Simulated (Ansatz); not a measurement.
Two isomers of CH5FGeOSi: A = `FC1[O][GeH2][SiH2]1`, B = `F[Si]1([GeH3])CO1`.

Isolated molecules relaxed with PBE0-D4/def2-TZVP in Ansatz; ΔE leaves out vibrations. CBS: MP2 limit from def2 TZ/QZ plus the TZ coupled-cluster correction, frozen cores. Functionals use def2-TZVPP. For Ge outer-core shells are correlated without core-valence functions, which leaves a few kJ/mol of doubt a bond. Scalar relativity is left out up to krypton.

A:

```xyz
10

F     0.182    1.977   -0.846
C    -0.661    1.003   -0.307
O    -0.767   -0.067   -1.178
Ge    0.492   -1.287   -0.613
Si    0.220    0.194    1.218
H    -1.638    1.482   -0.188
H    -0.148   -2.684   -0.665
H     1.726   -1.247   -1.530
H     1.328    0.941    1.867
H    -0.734   -0.312    2.240
```

B:

```xyz
10

F     1.4487    1.6947   -0.0884
Si    0.2776    0.6436    0.1590
Ge    0.8923   -1.4655   -0.7151
C    -1.3711    1.2363    0.5696
O    -0.4612    0.7046    1.6273
H    -0.3106   -2.4065   -0.5786
H     2.0854   -2.0233    0.0717
H     1.2763   -1.3250   -2.1938
H    -1.5635    2.3003    0.6926
H    -2.2739    0.6408    0.4558
```

(1) Which is lower in electronic energy at CCSD(T)/CBS, and by how much? (Best estimate.)

(2) Give E(B) − E(A) in kJ/mol with ωB97M-V, r2SCAN-D4, CCSD/def2-TZVPP, PBE0-D4, CCSD(T)/def2-TZVPP, PBE-D4, B2PLYP. (Estimate.)

Largest T1 diagnostic: 0.014.

## Answers

(1) Computed: B, by 187.6 kJ/mol.

(2) Computed: ωB97M-V -180.2, r2SCAN-D4 -184.4, CCSD/def2-TZVPP -185.4, PBE0-D4 -173.7, CCSD(T)/def2-TZVPP -183.0, PBE-D4 -169.9, B2PLYP -186.0. None reverses the order clearly.

From PBE to PBE0 (25 % exact exchange), in def2-TZVPP and without D4, E(B) − E(A) moves by −3.4 kJ/mol.
